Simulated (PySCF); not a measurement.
**Computed properties of ZrO₂, SMILES [O]=[Zr]=[O], multiplicity 1**

ZrO2, SMILES [O]=[Zr]=[O], multiplicity 1. The structure is a stationary point at B3LYP-D3(BJ)/def2-TZVP. The spin state was assumed, not searched. The isomer is the one that the SMILES or the coordinates give; other isomers of the formula were not compared. The def2 effective core potentials stand for the cores of Zr; spin–orbit coupling is left out. One conformer was computed; it need not be the lowest. All values are computed for the isolated molecule unless a solvent is named; none is compared with measurement here.

**Structure.** The optimised structure has C2v symmetry. All 3 harmonic modes at B3LYP-D3(BJ)/def2-TZVP (PySCF) are real, so it is a minimum. With heavy atoms numbered as in [Zr:1](=[O:2])=[O:3], the shortest bond between them is Zr1–O2 at 1.776 Å and the longest Zr1–O3 at 1.776 Å.

**Vibrations.** The strongest infrared lines (harmonic, unscaled, degenerate partners summed) lie at 866 cm⁻¹ (340 km/mol, O 81 %, Zr 19 %), 936 cm⁻¹ (49 km/mol, O 87 %, Zr 13 %), 303 cm⁻¹ (10 km/mol, O 87 %, Zr 13 %). The softest mode is at 303 cm⁻¹ and the zero-point energy is 3.0 kcal/mol.

**Electronic structure.** ωB97X/def2-TZVPD (PySCF) places the frontier levels at -9.16 and -1.09 eV, a gap of 8.07 eV, and gives a dipole moment of 8.39 D and a mean polarisability of 40.4 bohr³. PBE/def2-TZVPD (PySCF) at the same geometry gives -5.38 and -3.63 eV, so its gap is 6.32 eV narrower. An orbital gap is neither the optical nor the fundamental gap.

**Excitations.** TDA-CAM-B3LYP/def2-TZVPD (PySCF) has S1 at 2.54 eV (489 nm, f = 0.005, weak); the most intense of the 10 singlets computed lies at 3.66 eV (f = 0.02). T1 (TDA) is at 2.46 eV, 0.08 eV under S1. TDA-PBE/def2-TZVPD (PySCF) puts S1 at 1.79 eV.
